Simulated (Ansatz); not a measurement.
A search over several starts for the lowest SCF solution of VSCl3 at the given spin, in a small basis.

```yaml
crystal:
  periodic: [false, false, false]
  atoms:
    - {symbol: V, position_ang: [0.000034, -0.000045, 0.006001]}
    - {symbol: S, position_ang: [0.009855, -0.014817, 1.972661]}
    - {symbol: Cl, position_ang: [2.008876, 0.009763, -0.669598]}
    - {symbol: Cl, position_ang: [-1.013481, 1.745122, -0.641425]}
    - {symbol: Cl, position_ang: [-1.005284, -1.740023, -0.667640]}
basis:
  gaussian: {orbitals: def2-SVP, initial_orbitals: start.molden}
hamiltonian: {xc: pbe0, dispersion: d4}
output: {orbitals: {seedname: orbitals}}
```

The file start.molden holds the orbitals of an earlier run on this structure, at another level or in another basis.

```sh
$ ansatz run in.yaml --threads 4 --pin off --events-out ev --progress --plain --max-ram 3916MiB
```

Shortened log:

```
Functional definition: PBE0
  name "PBE0"
  cite "Adamo & Barone, J. Chem. Phys. 110, 6158 (1999) doi:10.1063/1.478522"
  cite "Perdew, Burke & Ernzerhof, Phys. Rev. Lett. 77, 3865 (1996) doi:10.1103/PhysRevLett.77.3865"
  parent pbe
  parameter a = 0.25
  parameter kappa = 0.804
  parameter beta = 0.06672455060314922
  exchange = (1 - a)*pbe_x(kappa = kappa, mu = beta*pi^2/3) + a*exact_x
  correlation = pbe_c(beta = beta)
982 factors; integrals over basis functions are off by at most 9.1e-4 eV
mean field evaluation 1: about -74055.4625 eV, gradient 5.2e-1 eV
mean field evaluation 2: about -74055.5653 eV, gradient 4.9e-4 eV
mean field evaluation 4: about -74055.5653 eV, gradient 1.8e-5 eV
mean field evaluation 8: about -74055.4193 eV, gradient 4.4e0 eV
mean field evaluation 16: about -74055.5653 eV, gradient 1.6e-2 eV
mean field -74055.56529544 eV, -2721.4918279424 hartree, gradient 1.8e-5 eV, S^2 0.000000; 1 other end points of the search recorded, 0 dependent functions left out
reference -74055.56536212 eV, -2721.4918303930 hartree; 45, 45 occupied and 58, 58 virtual orbitals, 982 factors
Total energy: -74055.77843234 eV, -2721.4996605789 hartree
```

Hardware: 4 threads of Arm Neoverse V2 on a shared host. Wall time 1.9 s.

The restricted singlet is unstable towards broken spin symmetry at other levels; at PBE0-D4/def2-SVP this wasn't settled. The geometry of the singlet was relaxed on an unsound state (restricted singlet, unstable towards broken spin symmetry at other levels and untested here).
